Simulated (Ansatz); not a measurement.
Input for Ansatz (a quantum-chemistry and plane-wave program): U-CCSD(T)/def2-TZVPP on BI2 (SMILES I[B]I), 2S+1 = 2. Elements past Kr take the def2 small-core potentials; no spin–orbit coupling. The run froze 19 orbitals, filled d shells among them.

Ansatz 0.2 input:
```yaml
crystal:
  periodic: [false, false, false]
  atoms:
    - {symbol: I, position_ang: [-1.89128544, -0.10687946, 0.03074794]}
    - {symbol: B, position_ang: [-0.03114394, 0.86900369, -0.01810487]}
    - {symbol: I, position_ang: [1.89412894, 0.02753800, -0.02909493]}
basis:
  gaussian:
    orbitals: def2-TZVPP
magnetization: {spin_polarized: true, initial_magnetization: 1}
correlation: {method: ccsd_t, electrons: outside_noble_gas}
accuracy: high
phonons: {}
scf: {omitted_lower_state_checks: [cluster_reference]}
```

The head of its log:

```
WARN ansatz: RAYON_NUM_THREADS=6 ignored (pool sized by the plan → 6); use --threads N
Functional definition: HF
these checks for a lower state are left out or cut short: cluster_reference
integrals: 0.98 GiB planned
2361 factors; integrals over basis functions are off by at most 1.8e-9 eV
mean field: 1.04 GiB planned
mean field evaluation 1: about -16815.2010 eV, gradient 9.2e0 eV
mean field evaluation 2: about -16815.2061 eV, gradient 9.2e0 eV
mean field evaluation 4: about -16816.4461 eV, gradient 3.0e0 eV
mean field evaluation 8: about -16816.6895 eV, gradient 1.6e-1 eV
mean field evaluation 16: about -16815.6916 eV, gradient 4.9e0 eV
mean field -16816.69031339 eV, -618.0019702551 hartree, gradient 3.3e-8 eV, S^2 0.761077; 2 other end points of the search recorded, 0 dependent functions left out
19 core orbitals not correlated
reference -16816.69031339 eV, -618.0019702551 hartree; 9, 8 occupied and 103, 104 virtual orbitals, 2361 factors
densities: 4.07 GiB planned
```

Give the final energy of this run.

-618.4001 hartree (reference determinant -618.0020, T1 diagnostic 0.022).
